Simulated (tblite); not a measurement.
Compound: C5H9F3NP.
SMILES with atom numbers: `[CH3:1]/[CH:2]=[CH:3]/[P:4]([NH:5][CH3:6])[C:7]([F:8])([F:9])[F:10]` (hydrogens: H11, H12, H13 on C1; H14 on C2; H15 on C3; H16 on N5; H17, H18, H19 on C6)

Cartesian coordinates in Å at the GFN2-xTB level; atoms count from 1:
```xyz
19
C5H9F3NP angstrom
C      3.2092    0.2855   -0.0371
C      1.7604    0.3082    0.3036
C      0.9674   -0.7560    0.2959
P     -0.7782   -0.7142    0.7894
N     -1.1711    0.8429    0.3048
C     -2.4565    1.4256    0.6602
C     -1.3264   -1.7269   -0.7581
F     -0.7906   -2.9499   -0.8335
F     -2.6615   -1.8764   -0.7872
F     -0.9971   -1.0885   -1.9021
H      3.4090    0.9585   -0.8707
H      3.5380   -0.7160   -0.3035
H      3.7930    0.6369    0.8136
H      1.3529    1.2752    0.5701
H      1.3571   -1.7435    0.0787
H     -0.8672    1.1005   -0.6308
H     -3.2604    1.1419   -0.0249
H     -2.7230    1.0929    1.6619
H     -2.3648    2.5126    0.6623
```

Calculated harmonic vibrations of the isolated species, GFN2-xTB (tblite), most abundant isotopes, no scaling. Errors from tens to a few hundred cm⁻¹ against measured bands are possible. One conformer, not necessarily the lowest.

Harmonic wavenumbers (cm⁻¹): 39.8, 62.3, 71.2, 109.0, 116.6, 152.4, 172.8, 185.4, 213.2, 241.7, 276.5, 295.4, 325.2, 419.6, 454.1, 470.0, 483.1, 568.6, 648.4, 699.7, 777.5, 821.1, 982.4, 992.3, 1023.3, 1031.9, 1055.2, 1065.8, 1091.0, 1103.7, 1108.1, 1122.7, 1212.3, 1275.8, 1307.2, 1397.1, 1415.8, 1468.4, 1474.2, 1475.2, 1492.5, 1676.2, 2948.2, 2995.2, 2999.2, 3013.8, 3027.6, 3034.6, 3041.4, 3057.8, 3316.0.

A = 1381, B = 844.6, C = 617.7 MHz; mass 171.042 u (most abundant isotopes); point group C1, symmetry number 1.

What is the zero-point energy?

½Σν̃ = 29904 cm⁻¹ = 85.50 kcal/mol.

What is S at 200 K and 1 bar for an ideal gas of classical rigid rotors and harmonic oscillators?

Translation 39.36, rotation 29.29, vibration 28.22: S = 96.9 cal/(mol K).

And Cp and H(200 K) − H(0)?

Cp = 36.06 cal/(mol K), of which vibrations give 28.11 (their classical limit is 51 R = 101.3); H(200 K) − H(0) = 4.63 kcal/mol without the zero-point energy, 3.04 from vibrations.

How do the functions run with temperature in this model?

```json
{"T (K)": "100", "S (cal/(mol K))": "76.2", "Cp (cal/(mol K))": "24.3", "H − H(0) (kcal/mol)": "1.57", "G − H(0) (kcal/mol)": "-6.04", "ln q(vib)": "2.65"}
{"T (K)": "300", "S (cal/(mol K))": "113.4", "Cp (cal/(mol K))": "46.0", "H − H(0) (kcal/mol)": "8.73", "G − H(0) (kcal/mol)": "-25.28", "ln q(vib)": "10.24"}
{"T (K)": "500", "S (cal/(mol K))": "141.1", "Cp (cal/(mol K))": "62.9", "H − H(0) (kcal/mol)": "19.72", "G − H(0) (kcal/mol)": "-50.82", "ln q(vib)": "16.94"}
{"T (K)": "800", "S (cal/(mol K))": "174.4", "Cp (cal/(mol K))": "78.7", "H − H(0) (kcal/mol)": "41.18", "G − H(0) (kcal/mol)": "-98.35", "ln q(vib)": "25.77"}
{"T (K)": "1000", "S (cal/(mol K))": "192.7", "Cp (cal/(mol K))": "85.4", "H − H(0) (kcal/mol)": "57.63", "G − H(0) (kcal/mol)": "-135.11", "ln q(vib)": "31.01"}
```

q(vib) and H(0) count from the zero-point level.

Blend soft modes into free rotors: weight 1/[1 + (100 cm⁻¹/ν̃)⁴] for the oscillator and the rest for a rotor with moment μB/(μ + B), μ = h/(8π²ν), B = 10⁻⁴⁴ kg m². What vibrational entropy results?

26.16 cal/(mol K) in place of 28.22, which changes −T·S at 200 K by +0.41 kcal/mol.

What must be added to the electronic energy to get the Gibbs energy at 200 K and 1 bar?

ZPE + [H(200 K) − H(0)] − T·S = 85.50 + 4.63 − 19.37 = 70.76 kcal/mol.

Hindered rotation and anharmonicity are outside this model. Other conformers, if any are populated, would add a mixing term that is left out. The structure is chiral; the term R ln 2 for an equal mix with its mirror image is left out.
